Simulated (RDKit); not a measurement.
RDKit input (MMFF94):

```python
from rdkit import Chem
from rdkit.Chem import AllChem, rdDetermineBonds

mol = Chem.MolFromXYZFile('mol.xyz')
rdDetermineBonds.DetermineBonds(mol, charge=-1)
print('SMILES', Chem.MolToSmiles(Chem.RemoveHs(mol)))
ff = AllChem.MMFFGetMoleculeForceField(mol, AllChem.MMFFGetMoleculeProperties(mol))
e0 = ff.CalcEnergy()
flag = ff.Minimize(maxIts=5000, forceTol=1e-5)
print(f'energy {e0:.4f} -> {ff.CalcEnergy():.4f} kcal/mol, converged: {flag == 0}')
print(Chem.MolToXYZBlock(mol))
```
mol.xyz:
```
7

F      1.86634900     0.73467300     0.09414500
C      1.06687600    -0.28632100    -0.56969600
C     -0.28987200    -0.14691100    -0.08185100
F     -0.54503500    -0.17261300     1.33522500
F     -1.08498200    -1.16310700    -0.54379500
F     -0.91560900     1.02836800    -0.42840400
H      1.45146600    -1.24650000    -0.20524900
```

Output:

```
SMILES F[CH-]C(F)(F)F
energy 19.0074 -> -0.0964 kcal/mol, converged: True
7

F      1.958962    0.669880    0.114327
C      1.068359   -0.302230   -0.159355
C     -0.383201   -0.141367   -0.001563
F     -0.728025    0.142023    1.277781
F     -1.044908   -1.274160   -0.346947
F     -0.872797    0.853930   -0.779776
H      1.550803   -1.200486   -0.504093
```

The dipole moment of an ion depends on the origin.

The geometry given is a B3LYP-D3(BJ)/def2-TZVP minimum.
